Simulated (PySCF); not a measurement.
State search for As2

Unrestricted PBE0; basis As x2c-TZVPPall; spin-free X2C with a Gaussian nucleus; PySCF 2.14. Outer shells of the fragments: As 3d10 4s2 4p3; As 3d10 4s2 4p3.

Followed along the bond (rough minima from three points):

```csv
2Ms+1,unpaired,⟨S²⟩ at the start,R at minimum (Å),Te (eV)
1,none,0.00,2.09,0.00
3,π ↑↑,2.01,2.28,1.85
5,π ↑↑↑↑,6.01,none in the scan,≤ 2.58
```

Solutions found at the starting distance of 2.350 Å, counted from the lowest of them; the search is not exhaustive and high or unbound solutions are not listed, so other states can lie among these:

```json
{"2Ms+1": "1", "unpaired": "none", "term": "¹Σ⁺", "E (eV)": "0.00", "⟨S²⟩": "0.00", "⟨Lz²⟩": "0.00"}
{"2Ms+1": "3", "unpaired": "π ↑↑", "term": "mixed", "E (eV)": "1.15", "⟨S²⟩": "2.01", "⟨Lz²⟩": "2.01"}
{"2Ms+1": "3", "unpaired": "π ↑↑", "term": "mixed", "E (eV)": "1.74", "⟨S²⟩": "2.01", "⟨Lz²⟩": "2.01"}
{"2Ms+1": "1", "unpaired": "π ↑↓", "term": "mixed", "E (eV)": "1.89", "⟨S²⟩": "1.01", "⟨Lz²⟩": "2.01"}
{"2Ms+1": "5", "unpaired": "π ↑↑↑↑", "term": "⁵Σ⁺", "E (eV)": "2.07", "⟨S²⟩": "6.01", "⟨Lz²⟩": "0.00"}
{"2Ms+1": "3", "unpaired": "σ ↑, π ↑", "term": "³Π", "E (eV)": "2.44", "⟨S²⟩": "2.01", "⟨Lz²⟩": "1.01"}
{"2Ms+1": "1", "unpaired": "σ ↓, π ↑", "term": "mixed", "E (eV)": "2.66", "⟨S²⟩": "1.01", "⟨Lz²⟩": "1.01"}
{"2Ms+1": "1", "unpaired": "π ↑↑↓↓", "term": "mixed", "E (eV)": "2.78", "⟨S²⟩": "2.02", "⟨Lz²⟩": "4.05"}
{"2Ms+1": "5", "unpaired": "σ ↑, π ↑↑↑", "term": "⁵Π", "E (eV)": "3.21", "⟨S²⟩": "6.01", "⟨Lz²⟩": "1.01"}
{"2Ms+1": "3", "unpaired": "σ ↑, π ↑↑↓", "term": "mixed", "E (eV)": "3.79", "⟨S²⟩": "3.01", "⟨Lz²⟩": "3.03"}
```

A term symbol is given only where ⟨S²⟩ and ⟨Lz²⟩ are close to those of a pure state; real π, δ and φ orbitals otherwise mix terms, and g/u labels are left off.

Compare the gap between the two lowest followed solutions at the starting distance with the gap between their minima.

At PBE0 the second solution (triplet, unpaired electrons π ↑↑) lies +1.15 eV from the first (singlet, closed shell) at 2.350 Å and +1.85 eV at the minima; the two curves relax by different amounts, since their minima lie near 2.28 and 2.09 Å.

Counting both spins, an empty level lies below a filled one in some of these solutions, because spin and occupation are held.
